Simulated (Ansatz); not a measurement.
Mulliken charges of CH$_{5}$BO$_{2}$Si, SMILES `[SiH3]B1OCO1` from PBE/def2-TZVPP in Ansatz (PBE0-D4/def2-TZVP geometry).

```csv
atom,x (Å),y (Å),z (Å),charge (e)
Si1,-1.726,-0.350,-0.760,0.050
B2,0.096,-0.001,0.027,0.293
O3,0.711,-0.501,1.166,-0.278
C4,1.787,0.346,0.778,0.134
O5,1.125,0.833,-0.384,-0.278
H6,-2.704,0.629,-0.211,-0.046
H7,-1.689,-0.203,-2.239,-0.045
H8,-2.186,-1.721,-0.416,-0.045
H9,2.691,-0.217,0.535,0.107
H10,1.978,1.135,1.508,0.107
```

Q: By hand: the dipole of these point charges (1 e Å = 4.8032 D).

A: Σ q r = (0.469, 0.092, 0.205) e Å, of length 0.520 e Å = 2.50 D.

Q: How does the dipole of the full density compare? (An estimate is asked.)

A: Ansatz gave: (0.251, 0.050, 0.110) e Å, 1.34 D; the point charges give 1.87 times that, at 0° from its direction.

Point charges leave out the atoms' own dipoles, such as those of lone pairs, and Mulliken's split depends on the basis, so the two needn't agree.
